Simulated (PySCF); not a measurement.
C₃H₁₂BNSi, SMILES B(N([SiH3])C)(C)C, GFN2-xTB optimised geometry.

```
18

Si    -1.95     0.75     0.06
N     -0.20     0.66     0.00
C      0.55     1.91    -0.04
B      0.51    -0.56     0.00
C     -0.28    -1.94     0.02
C      2.10    -0.56     0.00
H     -2.52     0.32    -1.23
H     -2.28     2.16     0.29
H     -2.46    -0.06     1.16
H      1.21     1.93    -0.91
H     -0.12     2.76    -0.10
H      1.16     2.01     0.85
H      0.33    -2.76    -0.35
H     -1.19    -1.91    -0.57
H     -0.57    -2.19     1.04
H      2.51     0.05     0.81
H      2.49    -0.13    -0.92
H      2.52    -1.56     0.10
```

Density from PBE0/def2-SVP (PySCF) at that geometry.

Minimum of the electron density along straight lines between bonded atoms, close to the bond critical point (lines longer than 1.1 times the sum of covalent radii, or with two minima, are not listed):

```tsv
bond	length / Å	ρ at the minimum / e bohr⁻³	∇²ρ there / e bohr⁻⁵	position (fraction from the first atom)
Si1–N2	1.749	0.119	(withheld)	0.40
N2–C3	1.457	0.263	-0.72	0.61
N2–B4	1.411	0.200	0.72	0.67
B4–C5	1.587	0.175	-0.12	0.32
B4–C6	1.590	0.175	-0.12	0.32
Si1–H7	1.468	0.117	0.32	0.49
Si1–H8	1.465	0.118	0.33	0.49
Si1–H9	1.464	0.118	0.32	0.49
C3–H10	1.091	0.279	-1.04	0.63
C3–H11	1.088	0.281	-1.06	0.63
C3–H12	1.092	0.279	-1.04	0.63
C5–H13	1.088	0.271	-0.96	0.62
C5–H14	1.088	0.270	-0.94	0.62
C5–H15	1.090	0.267	-0.93	0.62
C6–H16	1.089	0.268	-0.93	0.62
C6–H17	1.090	0.267	-0.92	0.62
C6–H18	1.087	0.273	-0.97	0.62
```

**Question.** Some entries are withheld; supply them.

**Answer.** 
- Si1–N2, ∇²ρ there / e bohr⁻⁵: 0.65
